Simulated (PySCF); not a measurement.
Input for PySCF: R-HF/STO-3G on ZrO, 2S+1 = 1, a spin state set in the input, which need not be the lowest, a point of a bond scan (R = 1.705 Å).

```python
from pyscf import gto, scf, dft, mp
from pyscf.data.elements import chemcore

mol = gto.M(
    atom='''
    Zr    0.00000000    0.00000000    0.00000000
    O     0.00000000    0.00000000    1.70469200
    ''',
    basis='sto-3g',
    charge=0, spin=0, verbose=3, max_memory=1800)
mf = scf.RHF(mol)
mf.conv_tol = 1e-8
mf.max_cycle = 100
mf.kernel()
if not mf.converged:
    mf = mf.newton().run(mf.mo_coeff, mf.mo_occ)
```

Output:

```
converged SCF energy = -3576.72057089424
```

The run converged.

Cost: roughly 0.21 core-seconds.
